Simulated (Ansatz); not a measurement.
Consider the hydrogenolysis of a C–Cl bond: `N/C(Cl)=N/[SiH3]` + H₂ → `N/C=N/[SiH3]` + HCl.

Program: Ansatz. Geometries: PBE0-D4/def2-TZVP. ΔE: electronic, gas phase. CCSD(T)/CBS adds triple-zeta CCSD(T) − MP2 to the extrapolated MP2 energy (def2 sets, frozen cores). This one scheme is used for every species. Double bonds are as drawn, so ΔE can hold a change between cis and trans. Functionals use def2-TZVPP. B3LYP here is the variant with VWN-RPA as its local correlation; programs differ in this. Each species was taken in one conformer, which may not be the lowest.

```csv
level,ΔE (kcal/mol),difference from CCSD(T)/CBS
LDA (SPW92),-9.9,3.8
r2SCAN0-D4,-12.5,1.2
CAM-B3LYP-D4,-13.9,-0.2
PBE-QIDH,-13.8,-0.1
PBE,-11.5,2.2
BLYP,-12.9,0.8
r2SCAN,-10.7,3.0
B3LYP,-14.5,-0.8
r2SCAN0,-12.9,0.8
LC-ωPBE,-15.2,-1.5
HF/def2-SVP,-20.9,-7.2
MP2/def2-SVP,-12.5,1.2
CCSD/def2-SVP,-16.1,-2.4
HF/def2-TZVPP,-20.7,-7.0
MP2/def2-TZVPP,-12.0,1.7
HF/CBS(def2),-20.9,-7.2
CCSD(T)/CBS,-13.7,0
```

Task: What do rigid-rotor, harmonic-oscillator terms from PBE0-D4/def2-TZVP frequencies (298.15 K, 1 bar) make of the CCSD(T)/CBS value? (Best estimate.)

Result: The calculation gave: ΔZPE = +3.8 kcal/mol, ΔH = -10.7 kcal/mol, ΔS = 8 J/(mol·K), ΔG = -11.2 kcal/mol. Modes under 50 cm⁻¹ make the entropy rough.

Largest T1 diagnostic among the species: 0.014.

In def2-TZVPP, CCSD(T) changes the Hartree–Fock value by +6.4 kcal/mol (the triples alone add +2.0 kcal/mol) and MP2 by +8.7 kcal/mol. The D4 term adds +2.5 kcal/mol with B3LYP and +1.3 kcal/mol with PBE0; it sums over pairs of atoms, weighted by their polarisabilities, and B3LYP, whose exchange is more repulsive, gets the larger term. From r2SCAN to r2SCAN0 (25 % exact exchange), in def2-TZVPP and without D4, ΔE moves by −2.3 kcal/mol.

CCSD(T)/CBS has its own doubt, a few kJ/mol and more with outer-core shells, so smaller differences from it don't rank the levels.
